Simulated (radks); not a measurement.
The numbers below are computed, except where a source is named.
Q: Orbital eigenvalues (eV) of neutral tantalum, [Xe] 4f14 5d3 6s2, of relativity; Dirac values are averaged over j with weights 2j + 1. Spin-unpolarised spherical Kohn-Sham, LDA (Slater exchange, Perdew-Wang correlation), point nucleus unless stated (finite: rms radius 5.3507 fm), a radial shooting solver on a logarithmic mesh with Libxc functionals. A level marked "c x" has the speed of light scaled by that factor and shares open shells by 2j + 1; other Dirac levels either fill j = l - 1/2 first or share by 2j + 1.

shell        non-rel.
3p            -2107.3
3d            -1740.0
4s            -454.79
4p            -373.33
4d            -224.92
5s            -60.509
5p            -37.454
4f            -32.632
5d            -4.9635
6s            -4.7584
6p (empty)    -1.5964
7s (empty)  -0.052246

Give the values at the level "Dirac, c x 5".

A: 
shell       Dirac, c x 5  change of magnitude (%)
3p               -2111.8                    +0.22
3d               -1739.5                    -0.03
4s               -457.57                    +0.61
4p               -374.36                    +0.28
4d               -224.80                    -0.05
5s               -60.912                    +0.67
5p               -37.535                    +0.22
4f               -32.322                    -0.95
5d               -4.9161                    -0.95
6s               -4.7842                    +0.54
6p (empty)       -1.5921                    -0.27
7s (empty)     -0.052023                    -0.43
